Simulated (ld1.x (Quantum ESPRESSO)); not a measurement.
## Ta (Z = 73), ultrasoft: configuration errors across variants

- Element: tantalum
- Generator: ld1.x (Quantum ESPRESSO) 7.5
- Type: ultrasoft
- Functional: PBE
- Relativity: scalar-relativistic
- Frozen core: [Kr] 4d10 4f14 5s2
- Valence charge: 11
- Reference configuration: 5p6 5d3 6s0.5 6p0 (charge +1.5)
- Partial waves: 6s (bound): rcut 2.20, rcutus 2.85 bohr; 6s channel at 0.8 Ry: rcut 2.20, rcutus 2.85 bohr; 5p (bound): rcut 1.90, rcutus 2.60 bohr; 6p (bound, empty): rcut 1.90, rcutus 2.60 bohr; 5d (bound): rcut 1.80, rcutus 2.25 bohr; 5d channel at -0.5 Ry: rcut 1.80, rcutus 2.25 bohr
- Local potential: all-electron potential smoothed inside 1.85 bohr (lloc = -2)
- Core correction: Bessel-smoothed model core, default radius (core density twice the valence density)
- Augmentation charge: built from norm-conserving waves at rcut, not smoothed further

All-electron excitation energies from the reference (eV): (1) 5p6 5d3 6s2 6p0 -15.102; (2) 5p6 5d3 6s1 6p0 -6.635; (3) 5p6 5d3 6s0 6p0 8.337; (4) 5p5 5d3 6s2 6p0 29.878; (5) 5p6 5d4 6s0 6p0 -5.201; (6) 5p6 5d3.5 6s1.5 6p0 -14.113; (7) 5p6 5d2 6s2 6p1 -12.116.

The overlap operator is not positive definite (basis up to 400 Ry) in “all radii but the core radius scaled by about 0.91 (s 2.58, p 2.36, d 2.04 bohr, rcut 2.00/1.72/1.64); local potential all-electron potential smoothed inside 1.68 bohr (lloc = -2)”. Such files are unfit for use, however small their errors in these radial tests.

Tests that are not counted but printed errors over 1 eV. “all radii but the core radius scaled by about 0.91 (s 2.58, p 2.36, d 2.04 bohr, rcut 2.00/1.72/1.64); local potential all-electron potential smoothed inside 1.68 bohr (lloc = -2)”: 5p5 5d3 6s2 6p0 (solver errors, printed error -725 eV).

7 further variants failed, have other tests or too few solved ones, and are left out.

A true bound ghost makes a file unfit for plane-wave use even where its test errors are small: the radial tests pick states by their node count and pass the ghost by. Where a test does run into it, the solver fails or the error is huge.

Errors AE − PS in meV (a dash: test not solved or not reliable):

```csv
change,(1),(2),(3),(4),(5),(6),(7),bound ghosts
base,-4.5,+0.9,-4.4,-479,-32,+0.7,-811,not determined
"all radii but the core radius scaled by about 0.91 (s 2.58, p 2.36, d 2.04 bohr, rcut 2.00/1.72/1.64); local potential all-electron potential smoothed inside 1.68 bohr (lloc = -2)",-0.9,+1.3,-4.2,–,-27,-0.6,-359,"s (p not tested, overlap not positive)"
"all radii but the core radius scaled by about 0.97 (s 2.76, p 2.52, d 2.18 bohr, rcut 2.12/1.84/1.74); local potential all-electron potential smoothed inside 1.78 bohr (lloc = -2)",-3.5,+1.0,-4.2,-473,-29,+0.7,-766,not determined
```

(1) Give the same row for: all radii but the core radius scaled by about 1.04 (s 2.98, p 2.72, d 2.34 bohr, rcut 2.30/1.98/1.88); local potential all-electron potential smoothed inside 1.92 bohr (lloc = -2).

Answers

(1) –, –, –, –, –, –, –; bound ghosts: not determined.
